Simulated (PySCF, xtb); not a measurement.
O3Os, SMILES [O]=[Os](=[O])=[O], multiplicity 1.

GFN2-xTB in xtb at its own geometry gives an orbital gap of 2.34 eV and a dipole moment of 0.00 D.

Geometry optimised at PBE0-D3(BJ)/def2-TZVP. The spin state was assumed, not searched. The def2 effective core potentials stand for the cores of Os; spin–orbit coupling is left out.

Problem. What does r2SCAN/def2-TZVPD (PySCF) give? (An estimate is asked for; the answer gives what the named calculation found.)

Solution. gap 2.58 eV (levels -7.89 and -5.31 eV), dipole 0.00 D.
